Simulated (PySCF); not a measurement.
CH$_{4}$OZn, charge -1, doublet, at the geometry of the source list (a state made from the parent by changing its charge; the spin is typed, not shown lowest) (a gas-phase anion, which may not be bound at this level); B3LYP/def2-SVP (PySCF).

The PySCF input:
```python
from pyscf import gto, scf, dft

mol = gto.Mole()
mol.atom = '''
    Zn    0.06160000   -0.48140000    0.57550000
    C    -0.13200000    1.11290000   -0.60580000
    H    -0.85250000    1.82490000   -0.22400000
    H    -0.46840000    0.78110000   -1.58200000
    H     0.81160000    1.62810000   -0.73100000
    O     0.29420000   -2.16020000    0.89350000
    H     0.28540000   -2.70540000    1.67390000
'''
mol.basis = 'def2-svp'
mol.charge = -1
mol.spin = 1
mol.verbose = 4
mol.build()

mf = dft.ROKS(mol)
mf.xc = 'b3lyp'
mf.kernel()
```

Output, abridged:

```
PySCF version 2.14.0

[INPUT] verbose = 4
[INPUT] num. atoms = 7
[INPUT] num. electrons = 49
[INPUT] charge = -1
[INPUT] spin (= nelec alpha-beta = 2S) = 1
[INPUT] symmetry False subgroup None
[INPUT] Mole.unit = angstrom
[INPUT] Symbol           X                Y                Z      unit          X                Y                Z       unit  Magmom
[INPUT]  1 Zn     0.061600000000  -0.481400000000   0.575500000000 AA    0.116407129273  -0.909714156366   1.087537384687 Bohr   0.0
[INPUT]  2 C     -0.132000000000   1.112900000000  -0.605800000000 AA   -0.249443848443   2.103076204028  -1.144796086262 Bohr   0.0
[INPUT]  3 H     -0.852500000000   1.824900000000  -0.224000000000 AA   -1.610991521192   3.448561204719  -0.423298651903 Bohr   0.0
[INPUT]  4 H     -0.468400000000   0.781100000000  -1.582000000000 AA   -0.885147716746   1.476065075898  -2.989546729062 Bohr   0.0
[INPUT]  5 H      0.811600000000   1.628100000000  -0.731000000000 AA    1.533701722697   3.076663103404  -1.381389797057 Bohr   0.0
[INPUT]  6 O      0.294200000000  -2.160200000000   0.893500000000 AA    0.555957425847  -4.082186374285   1.688470292299 Bohr   0.0
[INPUT]  7 H      0.285400000000  -2.705400000000   1.673900000000 AA    0.539327835951  -5.112465057398   3.163212559909 Bohr   0.0

nuclear repulsion = 171.497786762381
number of shells = 35
number of NR pGTOs = 149
number of NR cGTOs = 79
basis = def2-svp
ecp = {}

******** <class 'pyscf.dft.roks.ROKS'> ********
method = ROKS
initial guess = minao
damping factor = 0
level_shift factor = 0
DIIS = <class 'pyscf.scf.diis.CDIIS'>
diis_start_cycle = 1
diis_space = 8
diis_damp = 0
SCF conv_tol = 1e-09
SCF conv_tol_grad = None
SCF max_cycles = 50
direct_scf = True
direct_scf_tol = 1e-13
num. doubly occ = 24  num. singly occ = 1
XC library pyscf.dft.libxc version 7.1.2
    S. Lehtola, C. Steigemann, M. J. T. Oliveira, and M. A. L. Marques,  SoftwareX 7, 1–5 (2018)
XC functionals = b3lyp
    P. J. Stephens, F. J. Devlin, C. F. Chabalowski, and M. J. Frisch,  J. Phys. Chem. 98, 11623 (1994)
radial grids:
    Treutler-Ahlrichs [JCP 102, 346 (1995); DOI:10.1063/1.469408] (M4) radial grids

becke partition: Becke, JCP 88, 2547 (1988); DOI:10.1063/1.454033
pruning grids: <function nwchem_prune>
grids dens level: 3
symmetrized grids: False
atomic radii adjust function: <function treutler_atomic_radii_adjust>
small_rho_cutoff = 0
Set gradient conv threshold to 3.16228e-05
tot grids = 88072
init E= -1894.46344776347
  HOMO = -0.0760780857580254  LUMO = 0.0339322702251934  gap/eV = 2.99353
cycle= 1 E= -1894.54931846272  delta_E= -0.0859  |g|= 1.06  |ddm|= 2.18
  HOMO = 0.203551854259839  LUMO = 0.292140935485472  gap/eV = 2.41063
cycle= 2 E= -1893.55286767645  delta_E= 0.996  |g|= 2.27  |ddm|= 4.02

WARN: HOMO 0.237643570376145 >= LUMO 0.14949900721569

cycle= 3 E= -1894.59104345173  delta_E= -1.04  |g|= 0.513  |ddm|= 5.58
  HOMO = 0.137196261517349  LUMO = 0.240722398004951  gap/eV = 2.81709
cycle= 4 E= -1894.78358721282  delta_E= -0.193  |g|= 0.16  |ddm|= 4.93
  HOMO = 0.140511888290563  LUMO = 0.247461170162352  gap/eV = 2.91024
cycle= 5 E= -1894.79041475446  delta_E= -0.00683  |g|= 0.0656  |ddm|= 0.256
  HOMO = 0.138397599523215  LUMO = 0.247155692124248  gap/eV = 2.95946
cycle= 6 E= -1894.79137283817  delta_E= -0.000958  |g|= 0.0287  |ddm|= 0.0955
  HOMO = 0.137391447858437  LUMO = 0.2473214023399  gap/eV = 2.99135
cycle= 7 E= -1894.79159761746  delta_E= -0.000225  |g|= 0.0108  |ddm|= 0.0744
  HOMO = 0.136519654208661  LUMO = 0.247357839928108  gap/eV = 3.01606
cycle= 8 E= -1894.79162257378  delta_E= -2.5e-05  |g|= 0.00199  |ddm|= 0.0195
  HOMO = 0.1365140659432  LUMO = 0.247294857788022  gap/eV = 3.01450
cycle= 9 E= -1894.79162346999  delta_E= -8.96e-07  |g|= 0.0003  |ddm|= 0.00222
  HOMO = 0.13654063532264  LUMO = 0.247326790714449  gap/eV = 3.01464
cycle= 10 E= -1894.79162349584  delta_E= -2.59e-08  |g|= 8.61e-05  |ddm|= 0.000852
  HOMO = 0.136548855331802  LUMO = 0.247331887314923  gap/eV = 3.01456
cycle= 11 E= -1894.79162349881  delta_E= -2.97e-09  |g|= 1.49e-05  |ddm|= 0.000293
  HOMO = 0.136551130636788  LUMO = 0.24733318038357  gap/eV = 3.01453
cycle= 12 E= -1894.79162349888  delta_E= -7.69e-11  |g|= 2.95e-06  |ddm|= 6.12e-05
  HOMO = 0.136551258560914  LUMO = 0.247333336393036  gap/eV = 3.01453
Extra cycle  E= -1894.79162349888  delta_E= 7.73e-12  |g|= 3.98e-06  |ddm|= 1.46e-05
converged SCF energy = -1894.79162349888
```
